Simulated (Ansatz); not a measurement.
Calculated with Ansatz (gas phase, PBE0-D4/def2-TZVP geometries, no zero-point term in ΔE). CBS: MP2 limit from def2 TZ/QZ plus the TZ coupled-cluster correction, frozen cores. This one scheme is used for every species. One conformer a species, not always the lowest.

Reaction (ligand exchange at the Si–F bond): `N[SiH2][SiH2]F` + CH₃NH₂ → `CN[SiH2][SiH2]N` + H–F

```csv
species,CCSD(T)/CBS(def2) energy (Eh)
`N[SiH2][SiH2]F`,-736.34029
CH₃NH₂,-95.75281
`CN[SiH2][SiH2]N`,-731.66789
H–F,-100.39570
```

(1) Work out ΔE.

Largest T1 diagnostic among the species: 0.011.

## Answers

(1) ΔE = (-731.66789) + (-100.39570) − (-736.34029) − (-95.75281) = 0.02951 Eh = +0.80 eV.

The D4 term adds −0.14 eV with B3LYP and −0.08 eV with PBE0; it sums over pairs of atoms, weighted by their polarisabilities, and B3LYP, whose exchange is more repulsive, gets the larger term. In def2-TZVPP, CCSD(T) changes the Hartree–Fock value by −0.27 eV (the triples alone add −0.04 eV) and MP2 by −0.31 eV.

B3LYP here is the variant with VWN-RPA as its local correlation; programs differ in this.
